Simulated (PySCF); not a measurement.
# Electron correlation in N⁺ (nitrogen, charge +1)

[He] 2s2 2p2, high-spin 3P determinant. All numbers are calculated (PySCF 2.14, the spin-free X2C one-electron Hamiltonian (Gaussian nucleus), in x2c-SVPall (3s2p1d, 14 functions)). Frozen: 1s2; 4 electrons correlated.

MP2 pair energies summed by pair of shells (mhartree):

```
 pair  energy  share (%)
2s-2p  -31.69       58.4
2s-2s  -17.18       31.7
2p-2p   -5.39        9.9
```

Total MP2 correlation energy: -54.27 mhartree.

Same-spin part -8.76 and opposite-spin part -45.51 mhartree; SCS-MP2 scales them by 1/3 and 6/5 to -57.53 mhartree.

```csv
level,correlation energy (mhartree)
CCSD,-75.59
(T),-0.83
CCSD(T),-76.42
```

Diagnostics: T1 = 0.0055, D1 = 0.0114, largest double amplitude 0.128.

Cost of the coupled-cluster step: 0.08 s of wall time on 1 thread of Neoverse-V2 (shared host), for 4 correlated electrons.

Iterations:

```
CC2 = 0
CCSD nocc = (np.int64(3), np.int64(1)), nmo = (13, 13)
frozen orbitals [[0], [0]]
max_cycle = 100
direct = 0
conv_tol = 1e-08
conv_tol_normt = 1e-06
diis_space = 8
diis_start_cycle = 0
Init t2, MP2 energy = -0.0542656837456894
Init E_corr(UCCSD) = -0.0542656837475925
cycle = 1  E_corr(UCCSD) = -0.0681416353483315  dE = -0.0138759516  norm(t1,t2) = 0.0408422
cycle = 2  E_corr(UCCSD) = -0.0724421046748502  dE = -0.00430046933  norm(t1,t2) = 0.0183041
cycle = 3  E_corr(UCCSD) = -0.0756787523994262  dE = -0.00323664772  norm(t1,t2) = 0.00924229
cycle = 4  E_corr(UCCSD) = -0.0755836491596126  dE = 9.51032398e-05  norm(t1,t2) = 0.000959087
cycle = 5  E_corr(UCCSD) = -0.0755953150445288  dE = -1.16658849e-05  norm(t1,t2) = 0.000143204
cycle = 6  E_corr(UCCSD) = -0.0755905498834818  dE = 4.76516105e-06  norm(t1,t2) = 2.24429e-05
cycle = 7  E_corr(UCCSD) = -0.0755929192411625  dE = -2.36935768e-06  norm(t1,t2) = 6.01274e-06
cycle = 8  E_corr(UCCSD) = -0.0755921816082115  dE = 7.37632951e-07  norm(t1,t2) = 2.24697e-06
cycle = 9  E_corr(UCCSD) = -0.0755921402203162  dE = 4.13878953e-08  norm(t1,t2) = 1.7862e-07
cycle = 10  E_corr(UCCSD) = -0.0755921512905077  dE = -1.10701915e-08  norm(t1,t2) = 3.23452e-08
cycle = 11  E_corr(UCCSD) = -0.0755921494041432  dE = 1.88636451e-09  norm(t1,t2) = 7.51355e-09
UCCSD converged
E(UCCSD) = -53.92545757764941  E_corr = -0.07559214940414319
UCCSD(T) correction = -0.000829594654602823
```
